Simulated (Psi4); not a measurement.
Computed with SAPT0/jun-cc-pVDZ, frozen core run with Psi4 1.11.

Psi4 input:

```
molecule {
0 1
O 0.72400521 1.20200818 -0.84001175
Si 0.00016328 -0.00001389 0.00013809
O -1.05814882 0.71910820 1.01862904
O -0.65460886 -1.00974182 -1.10721783
O 0.98943089 -0.91220943 0.92945989
H 0.90929688 2.01813995 -0.36886712
H -1.36099526 0.20615522 1.77197709
H -1.03117021 -0.61227781 -1.89629305
H 1.48202689 -1.61116860 0.49218563
--
0 1
N 1.17850008 3.54561150 0.56335106
H 2.08382442 3.65792883 1.00509567
H 0.95684456 4.42071648 0.10245571
H 0.49688735 3.41210666 1.30155530
units angstrom
symmetry c1
no_reorient
no_com
}
set basis jun-cc-pvdz
set scf_type df
set freeze_core true
energy('sapt0')
```

Part of the output:

```
    SAPT Results
  --------------------------------------------------------------------------------------------------------
    Electrostatics                -27.41587513 [mEh]     -17.20372138 [kcal/mol]     -71.98037025 [kJ/mol]
      Elst10,r                    -27.41587513 [mEh]     -17.20372138 [kcal/mol]     -71.98037025 [kJ/mol]

    Exchange                       28.74145318 [mEh]      18.03553416 [kcal/mol]      75.46067494 [kJ/mol]
      Exch10                       28.74145318 [mEh]      18.03553416 [kcal/mol]      75.46067494 [kJ/mol]
      Exch10(S^2)                  28.21703549 [mEh]      17.70645709 [kcal/mol]      74.08381647 [kJ/mol]

    Induction                      -9.97492660 [mEh]      -6.25936094 [kcal/mol]     -26.18916617 [kJ/mol]
      Ind20,r                     -14.57428066 [mEh]      -9.14549919 [kcal/mol]     -38.26476859 [kJ/mol]
      Exch-Ind20,r                  8.87594533 [mEh]       5.56973978 [kcal/mol]      23.30379124 [kJ/mol]
      delta HF,r (2)               -4.27659127 [mEh]      -2.68360154 [kcal/mol]     -11.22818882 [kJ/mol]

    Dispersion                     -4.98187066 [mEh]      -3.12617103 [kcal/mol]     -13.07989961 [kJ/mol]
      Disp20                       -6.57180907 [mEh]      -4.12387245 [kcal/mol]     -17.25428233 [kJ/mol]
      Exch-Disp20                   1.58993841 [mEh]       0.99770141 [kcal/mol]       4.17438272 [kJ/mol]
      Disp20 (SS)                  -3.28590453 [mEh]      -2.06193622 [kcal/mol]      -8.62714116 [kJ/mol]
      Disp20 (OS)                  -3.28590453 [mEh]      -2.06193622 [kcal/mol]      -8.62714116 [kJ/mol]
      Exch-Disp20 (SS)              0.95065220 [mEh]       0.59654326 [kcal/mol]       2.49593702 [kJ/mol]
      Exch-Disp20 (OS)              0.63928621 [mEh]       0.40115815 [kcal/mol]       1.67844570 [kJ/mol]

  Total HF                         -8.64934855 [mEh]      -5.42754816 [kcal/mol]     -22.70886149 [kJ/mol]
  Total SAPT0                     -13.63121921 [mEh]      -8.55371919 [kcal/mol]     -35.78876110 [kJ/mol]
```
